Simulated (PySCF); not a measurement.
Choosing a molecule for a target property.

All species are isolated and taken at one optimised geometry, non-relativistic unless stated; the electronic structure was computed with PySCF and density fitting.

Dipoles, sizes and rotational constants follow the conformer. The torsions of the flexible species, by atom-mapped SMILES:
- `[CH3:1][CH2:2][C:3]1=[C:4]([CH3:5])[O:6][NH:7][CH:8]1`: C1–C2–C3–C4 -84°
- `[CH3:1][C@@H:2]1[CH:3][C@H:4]([C:5]([NH2:6])=[O:7])[CH2:8]1`: C3–C4–C5–N6 83°, H–N6–C5–C4 -173°, H–N6–C5–C4 -3°
- `[CH2:1]=[CH:2][C@H:3]([CH3:4])/[C:5]=[CH:6]\[CH:7]=[O:8]`: C1–C2–C3–C4 -127°, C2–C3–C5–C6 -19°, C5–C6–C7–O8 180°

Question: Wanted: isotropic g value between 2.003 and 2.0033 (unrestricted B3LYP/pcH-1, mean-field spin–orbit) and smallest rotational constant below 1.1 GHz (GFN2-xTB), at GFN2-xTB geometries. Which candidate meets both?
A. `F[C@@H]1[C]([SiH3])[C@H]1Cl` [radical]
B. `CCC1=C(C)ON[CH]1` [radical]
C. `C[C@@H]1[CH][C@H](C(N)=O)C1` [radical]
D. `[C](/[C@@H](C)C=C)=C/C=O` [radical]

Answer: A. Computed values:
| species | isotropic g value | smallest rotational constant |
| --- | --- | --- |
| [C](/[C@@H](C)C=C)=C/C=O [radical] | 2.00228 | 0.953 GHz |
| C[C@@H]1[CH][C@H](C(N)=O)C1 [radical] | 2.00273 | 1.376 GHz |
| F[C@@H]1[C]([SiH3])[C@H]1Cl [radical] | 2.00316 | 1.026 GHz |
| CCC1=C(C)ON[CH]1 [radical] | 2.00345 | 1.239 GHz |
